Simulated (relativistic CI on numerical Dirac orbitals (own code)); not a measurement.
**Hyperfine structure of Ir21+, mass number 191**

Calculated at this level of theory: Dirac-Coulomb-Breit CI, separate exchange-only KLI orbitals for each configuration, model QED, unscaled Slater integrals (own radial code, finite nucleus).

Configurations in the expansion (outside the closed core [Ar] 3d10): 4s²4p⁶4d¹⁰4f¹⁰, 4s²4p⁶4d¹⁰4f⁹5s, 4s²4p⁶4d¹⁰4f⁸5s², 4s²4p⁶4d⁹4f¹¹, 4s²4p⁶4d⁸4f¹², 4s²4p⁵4d¹⁰4f¹¹, 4s²4p⁶4d¹⁰4f⁹6s, 4s4p⁶4d¹⁰4f¹¹, 4s²4p⁴4d¹⁰4f¹², 4p⁶4d¹⁰4f¹², 4s4p⁶4d⁹4f¹², 4s4p⁵4d¹⁰4f¹². Levels of other configurations are missing.

Nuclear spin I = 3/2, μ = 0.1502 μN, Q = 0.816 b (tables of Stone and Pyykkö). The electronic factors are computed for point nuclear moments, without core polarisation or the Bohr-Weisskopf and QED corrections.

| Level | E (eV) | A (MHz) | B (MHz) |
| --- | --- | --- | --- |
| 4s²4p⁶4d¹⁰4f¹⁰ ⁵I8 | 0.0000 | 213.7 | 1250 |
| 4s²4p⁶4d¹⁰4f¹⁰ ⁵I7 | 2.6576 | 234.7 | 1280 |
| 4s²4p⁶4d¹⁰4f¹⁰ ⁵I6 | 3.8978 | 246 | 1400 |
| 4s²4p⁶4d¹⁰4f¹⁰ ⁵I5 | 5.3435 | 254.6 | 818 |
| 4s²4p⁶4d¹⁰4f¹⁰ ⁵I4 | 5.5621 | 342.6 | 1450 |
| 4s²4p⁶4d¹⁰4f¹⁰ ⁵F4 | 5.9832 | 202.7 | -1540 |
| 4s²4p⁶4d¹⁰4f¹⁰ ³K8 | 6.1107 | 245.3 | -587 |
| 4s²4p⁶4d¹⁰4f¹⁰ ⁵G6 | 6.7533 | 214.6 | 243 |

Levels with J = 0, under 50 % of one LS term, or S terms without an open s electron are left out. Small factors come from cancelling terms and can be off by tens of per cent or more.

At this charge energies of transitions that change n are usually good to better than 1 %, and those within a shell (Δn = 0) to a few per cent. Terms inside the open d or f shell come out 10 to 20 % too wide with unscaled integrals.

(1) Give the hyperfine levels of 4s²4p⁶4d¹⁰4f¹⁰ ⁵I8 relative to its centre of gravity.

Answers

(1) With K = F(F + 1) − I(I + 1) − J(J + 1), E = AK/2 + B[¾K(K + 1) − I(I + 1)J(J + 1)]/[2I(2I − 1)J(2J − 1)]: F = 13/2: -2439, F = 15/2: -1580, F = 17/2: 103.7, F = 19/2: 2878 MHz.

LS names give the leading component of a level, which can be under half, so a name can repeat, a term be missing and a line seem to break the LS rules.
